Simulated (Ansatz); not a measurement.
Consider the ligand exchange at the Si–C bond: `[SiH3]C[SeH]` + `[OH][GaH2]` → `[SiH3][O][GaH2]` + `C[SeH]`.

Isolated molecules relaxed with PBE0-D4/def2-TZVP in Ansatz; ΔE leaves out vibrations. CCSD(T)/CBS is the MP2 limit (def2-TZVPP, def2-QZVPP) plus CCSD(T) − MP2 in def2-TZVPP, frozen cores. Functionals use def2-TZVPP. B3LYP here is the variant with VWN-RPA as its local correlation; programs differ in this. For Ga, Se outer-core shells are correlated without core-valence functions, which leaves a few kJ/mol of doubt a bond. Scalar relativity is left out up to krypton. Each species was taken in one conformer, which may not be the lowest.

`[SiH3]C[SeH]`:

```xyz
9

Si   -0.738   -0.045   -0.798
C     0.701    0.552    0.242
Se    1.372   -0.869    1.408
H    -0.298   -1.157   -1.677
H    -1.271    1.065   -1.638
H    -1.823   -0.525    0.098
H     1.547    0.808   -0.400
H     0.456    1.431    0.839
H     0.053   -1.260    1.925
```

`[OH][GaH2]`:

Z-matrix (Å, degrees):
```
Ga
O 1 1.788
H 1 1.565 2 117.5
H 1 1.556 2 113.8 3 180.0
H 2 0.959 1 114.1 3 0.0
```

`[SiH3][O][GaH2]`:

```xyz
8

Si    1.173    0.657    0.231
O    -0.230    0.320   -0.526
Ga   -1.598   -0.818   -0.397
H     1.400   -0.256    1.389
H     1.156    2.057    0.734
H     2.310    0.504   -0.716
H    -2.692   -0.612   -1.483
H    -1.519   -1.853    0.769
```

`C[SeH]`:

Z-matrix (Å, degrees):
```
C
Se 1 1.949
H 1 1.088 2 110.6
H 1 1.087 2 110.6 3 -123.3
H 1 1.089 2 106.0 3 118.4
H 2 1.468 1 95.4 3 61.7
```

```
      level  ΔE (kJ/mol)
      B3LYP       -109.0
HF/def2-SVP       -125.3
```

(1) What does CCSD(T)/CBS give? (Best estimate.)

Largest T1 diagnostic among the species: 0.015.

Answers

(1) The calculation gave: -100.9 kJ/mol. The listed levels differ from it by -8.1, -24.4 kJ/mol.

Leaving LDA and LC-ωPBE aside and taking each functional with its dispersion term where it has one, the values, not all of them listed here, spread over 28.4 kJ/mol, from BHLYP-D4 to revPBE-D4. LDA lies +4.3 kJ/mol from PBE without D4. From PBE to PBE0 (25 % exact exchange), in def2-TZVPP and without D4, ΔE moves by −7.0 kJ/mol. In def2-TZVPP, CCSD(T) changes the Hartree–Fock value by +27.9 kJ/mol (the triples alone add +3.9 kJ/mol) and MP2 by +27.9 kJ/mol.
